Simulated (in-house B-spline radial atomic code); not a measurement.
Configurations of In V (In4+), with energies counted from [Kr] 4d9. Method: scalar-relativistic (X2C) CAM-B3LYP, spin-polarised, spherical fractional occupations, exact exchange averaged over the configuration, Fermi nucleus of rms radius 4.6156 fm. Calculated with a B-spline radial code for spherical atoms. Shells without spins written out take the highest spin.

Occupations are held fixed; configurations that lie above the ionisation limit could autoionise.

```tsv
configuration	E - E(ref) (eV)	highest orbital	its <r> (bohr)
[Kr] 4d8 5d1	43.806	5d up	2.998
[Kr] 4d8 5f1	56.756	5f up	4.799
[Ar] 3d10 4s2 4p5 4d9 5s1	83.083	5s up	2.03
[Ar] 3d10 4s2 4p5 4d9 5p1	93.225	5p up	2.302
```

(1) Order these further configurations by energy, lowest first.
A. [Kr] 4d8 5s1
B. [Ar] 3d9 4s2 4p6 4d10
C. [Kr] 4d8 4f1
D. [Ar] 3d10 4s2 4p5 4d9 5d1

Results:

(1) A (19.974 eV), C (47.89 eV), D (106.99 eV), B (428.21 eV).
